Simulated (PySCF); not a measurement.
**Electron correlation in Cd (cadmium, neutral)**

[Kr] 4d9 5s2 5p1, one real determinant (an excited configuration). Computed with PySCF 2.14 in ANO-RCC-VTZP (7s6p4d2f1g, 68 functions), with the spin-free X2C one-electron Hamiltonian (Gaussian nucleus). Frozen: [Ar] 3d10; 20 electrons correlated.

```tsv
level	correlation energy (mhartree)
CCSD	-534.79
(T)	-15.35
CCSD(T)	-550.14
```

Diagnostics: T1 = 0.014, D1 = 0.0520, largest double amplitude 0.068.

Is a single reference adequate?

Yes, within this model without spin-orbit coupling: T1 lies below 0.03 and no double amplitude reaches 0.07.

The basis was made for the ground configuration and has no added diffuse functions, which can raise the energy of the promoted electron.

The reference is one real determinant that mixes LS terms of this configuration.
